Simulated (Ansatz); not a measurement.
Reaction (redistribution): `[OH][Zr]([OH])([SH])[SH]` + `C[Si](O)([SiH3])Cl` → `[OH][Zr]([OH])([SH])[Cl]` + `C[Si](O)([SiH3])S`

Calculated with Ansatz (gas phase, PBE0-D4/def2-TZVP geometries, no zero-point term in ΔE). CCSD(T)/CBS is the MP2 limit (def2-TZVPP, def2-QZVPP) plus CCSD(T) − MP2 in def2-TZVPP, frozen cores. Functionals use def2-TZVPP. Elements past krypton have def2 core potentials. For Zr outer-core shells are correlated without core-valence functions, which leaves a few kJ/mol of doubt a bond. Each species was taken in one conformer, which may not be the lowest.

`[OH][Zr]([OH])([SH])[SH]`:

Z-matrix (Å, degrees):
```
Zr
O 1 1.902
S 1 2.460 2 111.2
O 1 1.902 2 116.5 3 119.1
S 1 2.460 2 104.1 3 -118.0
H 2 0.953 1 168.6 3 -87.5
H 3 1.347 1 91.7 2 -52.7
H 4 0.953 1 168.8 2 31.4
H 5 1.347 1 91.7 2 -179.3
```

`C[Si](O)([SiH3])Cl`:

```xyz
12

C    -1.081    1.176   -0.697
Si   -0.426   -0.263    0.280
O    -0.561   -0.030    1.900
Si    1.818   -0.781   -0.124
Cl   -1.566   -1.911   -0.268
H    -0.972    0.994   -1.769
H    -2.142    1.334   -0.488
H    -0.536    2.088   -0.441
H    -1.439    0.066    2.275
H     2.694    0.358    0.264
H     2.000   -1.043   -1.578
H     2.212   -1.989    0.644
```

`[OH][Zr]([OH])([SH])[Cl]`:

Cartesian coordinates in Å:
```
O 0.316 -1.511 0.747
Zr 0.229 0.241 0.017
O 0.689 0.343 -1.820
S -2.097 1.011 0.153
Cl 1.649 1.643 1.286
H 0.451 -2.430 0.960
H 1.009 0.249 -2.713
H -2.245 0.455 1.371
```

`C[Si](O)([SiH3])S`:

```xyz
13

C    -1.495    0.762   -0.816
Si   -0.240    0.054    0.367
O     0.075    1.064    1.634
Si    1.842   -0.378   -0.607
S    -1.128   -1.785    1.036
H    -1.162    1.738   -1.178
H    -2.464    0.891   -0.328
H    -1.632    0.103   -1.677
H    -0.624    1.181    2.280
H     2.557    0.877   -0.969
H     1.648   -1.185   -1.842
H     2.687   -1.154    0.340
H    -0.063   -2.167    1.761
```

| species | ωB97X-V energy (Eh) |
| --- | --- |
| `[OH][Zr]([OH])([SH])[SH]` | -996.42675 |
| `C[Si](O)([SiH3])Cl` | -1156.73142 |
| `[OH][Zr]([OH])([SH])[Cl]` | -1057.86051 |
| `C[Si](O)([SiH3])S` | -1095.30911 |

(1) Work out ΔE.

Largest T1 diagnostic among the species: 0.017.

## Answers

(1) ΔE = (-1057.86051) + (-1095.30911) − (-996.42675) − (-1156.73142) = -0.01145 Eh = -30.1 kJ/mol. CCSD(T)/CBS gives -27.5 kJ/mol.
